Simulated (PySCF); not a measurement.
Working with the constants of SrCl

B97-3 constants of SrCl, ²Σ⁺ (doublet), unpaired electrons σ ↑ (basis Sr x2c-TZVPPall, Cl x2c-TZVPPall; spin-free X2C with a Gaussian nucleus; PySCF 2.14; masses 87.9056 and 34.9689 u):

| Property | Result |
| --- | --- |
| ωe | 297.3 cm⁻¹ |
| ωexe | 0.984 cm⁻¹ |
| Be | 0.10099 cm⁻¹ |
| αe | 0.000466 cm⁻¹ |
| De to Sr + Cl | 4.14 eV |

(1) What force constant and bond length do these constants imply?

(2) Estimate the centrifugal constant D from the Kratzer relation and find the Dunham coefficient a1.

Spin–orbit coupling is left out. The state is the lowest determinant that a PBE0 search found; another state may lie lower at other levels.

Answers

(1) Reduced mass μred = 25.017 u; k = 5.8918×10⁻⁷·μred·ωe² (u, cm⁻¹, mdyn/Å) = 1.30 mdyn/Å; Re = √(16.8576/(μred·Be)) (u, cm⁻¹, Å) = 2.583 Å.

(2) D = 4Be³/ωe² = 4.66e-08 cm⁻¹; a1 = −1 − αeωe/(6Be²) = -3.26.
